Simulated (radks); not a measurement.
Effect of the nuclear size on the magnesium ion Mg+, [Ne] 3s1. Method: Dirac Kohn-Sham, exchange-only LDA, spin-unpolarised, spherical densities, finite nucleus; Fermi nuclear charge, rms radius 3.057 fm; computed with a radial shooting solver on a logarithmic mesh with Libxc functionals. The rms radius is varied about that value; shifts are against it.

| rms radius (fm) | total energy shift (eV) | density at nucleus (e/bohr^3) | 1s1/2 shift (meV) |
|---|---|---|---|
| 2.6382 | -0.000668 | 1149 | -0.278 |
| 2.7696 | -0.000469 | 1148 | -0.195 |
| 3.057 | 0 | 1147 | 0.000 |
| 3.2985 | 0.000429 | 1146 | 0.178 |
| 3.6439 | 0.00110 | 1145 | 0.457 |

Slopes of the eigenvalues against <r^2> in GHz/fm^2, as finite differences over the two radii next to the reference (eigenvalue slopes, not the field-shift constants of lines): 1s1/2 28.1.
